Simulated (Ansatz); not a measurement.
Molecule: C7H15 (charge 0, doublet). It need not be the lowest isomer of its formula. 
Geometry from a B3LYP-D3(BJ)/def2-TZVP (Ansatz, a quantum-chemistry and plane-wave program) optimisation:
SMILES: [CH2]CC(C)(C)CC
```xyz
22

C     -1.8886    -1.2427    -0.0681
C     -1.0292    -0.4016     0.7990
C     -0.0040     0.5154     0.0554
C      0.8210     1.2602     1.1096
C     -0.7613     1.5385    -0.7976
C      0.9096    -0.3095    -0.8732
C      1.7177    -1.4255    -0.2158
H     -2.8098    -0.8609    -0.4858
H     -1.5761    -2.2309    -0.3763
H     -1.6523     0.2566     1.4134
H     -0.4684    -1.0357     1.4909
H      0.1782     1.8917     1.7269
H      1.5659     1.9040     0.6356
H      1.3449     0.5731     1.7756
H     -0.0643     2.2142    -1.2987
H     -1.3610     1.0465    -1.5651
H     -1.4302     2.1444    -0.1817
H      0.2905    -0.7396    -1.6655
H      1.5965     0.3849    -1.3678
H      2.3809    -1.0458     0.5630
H      1.0732    -2.1816     0.2359
H      2.3405    -1.9301    -0.9565
```
Charge 0, spin multiplicity 2.

Total electronic energies in hartree. Valence correlation only, unless marked. Open shells are spin-unrestricted. No spin-orbit coupling. No relativistic terms. CBS(X,Y): correlation extrapolated as X^-3; Hartree-Fock from the larger set. The bracket is a focal-point correction in the basis named.

```tsv
level	program	energy (Eh)
HF/cc-pVDZ	Ansatz	-273.78481
HF/cc-pVTZ	Ansatz	-273.85987
revPBE-D4/def2-TZVPD	Ansatz + dftd4	-275.78377
r2SCAN/def2-TZVPD	Ansatz	-275.64425
r2SCAN-D4/def2-TZVPD	Ansatz + dftd4	-275.64961
B3LYP-D4/def2-TZVPD	Ansatz + dftd4	-275.86012
PBE0/def2-TZVP	Ansatz	-275.47140
BHLYP-D4/def2-TZVPD	Ansatz + dftd4	-275.65827
r2SCANh-D4/def2-TZVPD	Ansatz + dftd4	-275.64245
r2SCAN0/def2-TZVPD	Ansatz	-275.62717
HSE06-D4/def2-TZVPD	Ansatz + dftd4	-275.46926
HSE06/def2-TZVPD	Ansatz	-275.45409
LC-wPBE-D3(BJ)/def2-TZVPD	Ansatz + dftd3	-275.67246
wB97X-V/def2-TZVPD	Ansatz	-275.74475
B2PLYP/def2-TZVPD	Ansatz	-275.53435
RPA@PBE/cc-pVTZ	Ansatz	-275.85826
MP2/cc-pVDZ	Ansatz	-274.77915
RI-MP2/cc-pVQZ	Ansatz	-275.16456
RI-MP2/CBS(cc-pVTZ,cc-pVQZ)	Ansatz	-275.2185
SCS-MP2/cc-pVDZ	Ansatz	-274.77852
CCSD(T)/STO-3G	Ansatz	-271.02180
CCSD(T)/cc-pVDZ	Ansatz	-274.91015
RI-MP2/CBS(cc-pVTZ,cc-pVQZ)+[CCSD(T)-MP2]/cc-pVTZ	Ansatz	-275.3492
```

Totals of different functionals don't rank their quality; only differences between species are comparable.
